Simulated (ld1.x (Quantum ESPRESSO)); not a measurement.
# ruthenium, TM: configuration errors across variants

* Element: Ru
* Generator: ld1.x (Quantum ESPRESSO) 7.5
* Type: norm-conserving Troullier–Martins (Kleinman–Bylander form)
* Functional: PBE
* Relativity: scalar-relativistic
* Frozen core: [Kr]
* Valence charge: 8
* Reference configuration: 4d6 5s0 5p0 (charge +2)
* Partial waves: 5s (bound, empty): rc 2.65 bohr; 4d (bound): rc 1.30 bohr; 5p (bound, empty): rc 2.15 bohr
* Local potential: the p channel
* Core correction: Bessel-smoothed model core, default radius (core density twice the valence density)

All-electron excitation energies from the reference (eV): (1) 4d7 5s1 5p0 -25.479; (2) 4d7 5s0 5p0 -18.186; (3) 4d5 5s0 5p0 30.623; (4) 4d4 5s0 5p0 75.135; (5) 4d6 5s1 5p0 -15.367; (6) 4d7 5s0 5p1 -22.017; (7) 4d6 5s2 5p0 -23.778.

The default core radius of the base comes out at 1.12 bohr.

4 further variants failed, have other tests or another functional or relativity, and are left out.

A true bound ghost makes a file unfit for plane-wave use even where its test errors are small: the radial tests pick states by their node count and pass the ghost by.

Errors AE − PS in meV (a dash: test not solved or not reliable):

```csv
change,(1),(2),(3),(4),(5),(6),(7),bound ghosts
base,-136,-169,-271,-1209,-13,-118,-38,s
"type ultrasoft; waves now 5s (bound): rcut 2.30, rcutus 2.65 bohr; 5s channel at -0.9 Ry: rcut 2.30, rcutus 2.65 bohr; 5p (bound): rcut 1.85, rcutus 2.15 bohr; 5p channel at -0.1 Ry: rcut 1.85, rcutus 2.15 bohr; 4d (bound): rcut 1.15, rcutus 1.30 bohr; 4d channel at -1.45 Ry: rcut 1.15, rcutus 1.30 bohr; local potential all-electron potential smoothed inside 2.45 bohr (lloc = -1); augmentation built from norm-conserving waves at rcut, not smoothed further",–,–,–,–,–,–,–,p
"all radii but the core radius scaled by about 1.42 (s 3.76, p 3.04, d 1.84 bohr)",-236,-197,-292,-1259,-44,-154,-89,none
core correction Bessel-smoothed model core inside 1.18 bohr,-136,-169,-271,-1209,-13,-118,-38,s
wave 5s (bound): rc 2.65 bohr becomes 5s (bound): rc 2.66 bohr,-137,-169,-271,-1209,-13,-118,-38,s
local potential the s channel,-105,-148,-247,-1125,-11,-116,-33,p
wave 5p (bound): rc 2.15 bohr becomes 5p (bound): rc 2.72 bohr,-150,-199,-298,-1293,-11,-156,-26,none
type RRKJ; local potential the s channel,-105,-147,-245,-1114,-11,-115,-32,p
```

Q: Give the same row for: wave 4d (bound): rc 1.30 bohr becomes 4d (bound): rc 1.38 bohr.

A: -136, -169, -271, -1208, -13, -118, -38; bound ghosts: s.
